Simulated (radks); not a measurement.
The lanthanum ion La+, configuration [Xe] 5d2.

Method: Dirac Kohn-Sham, BLYP, spin-unpolarised, spherical densities, point nucleus; open shells are shared between the two j in proportion to 2j + 1; computed with a radial shooting solver on a logarithmic mesh with Libxc functionals.

Energy parts (eV):
| part | energy |
|---|---|
| total | -231242.87 |
| kinetic | 247496.22 |
| electron-nucleus | -562377.37 |
| Hartree | 89205.23 |
| exchange-correlation | -5566.95 |

Orbitals (lengths in bohr, moments of r in powers of bohr; r(max) is where P^2 peaks):
orbital,occ.,eigenvalue (eV),r(max),<r^2>,<r>,small-component weight
1s1/2,2,-38728.71,0.01607,0.0008536,0.02507,4.44e-02
2s1/2,2,-6165.734,0.09108,0.01356,0.1070,9.62e-03
2p1/2,2,-5815.355,0.06949,0.009958,0.08990,9.65e-03
2p3/2,4,-5402.039,0.07465,0.01122,0.09600,9.09e-03
3s1/2,2,-1321.369,0.2606,0.09287,0.2849,2.93e-03
3p1/2,2,-1173.661,0.2472,0.08771,0.2747,2.87e-03
3p3/2,4,-1093.130,0.2585,0.09535,0.2868,2.71e-03
3d3/2,4,-834.3348,0.2082,0.07847,0.2578,2.59e-03
3d5/2,6,-817.1038,0.2114,0.08064,0.2615,2.55e-03
4s1/2,2,-269.5830,0.6085,0.4830,0.6542,8.96e-04
4p1/2,2,-215.2543,0.6190,0.5177,0.6746,8.32e-04
4p3/2,4,-198.0914,0.6431,0.5598,0.7017,7.82e-04
4d3/2,4,-109.0424,0.6673,0.6741,0.7623,6.40e-04
4d5/2,6,-106.0646,0.6752,0.6912,0.7719,6.27e-04
5s1/2,2,-42.5761,1.409,2.739,1.561,1.99e-04
5p1/2,2,-27.8933,1.543,3.509,1.759,1.57e-04
5p3/2,4,-25.4025,1.611,3.850,1.842,1.44e-04
5d3/2,0.8,-7.2145,2.234,9.951,2.900,5.93e-05
5d5/2,1.2,-7.0268,2.274,10.33,2.954,5.71e-05

The highest occupied level is 5d5/2 at -7.027 eV. Summed over all electrons, <r^2> = 60.97 bohr^2, which gives a Langevin (diamagnetic) susceptibility term of -48.3 x 10^-6 cm^3/mol.
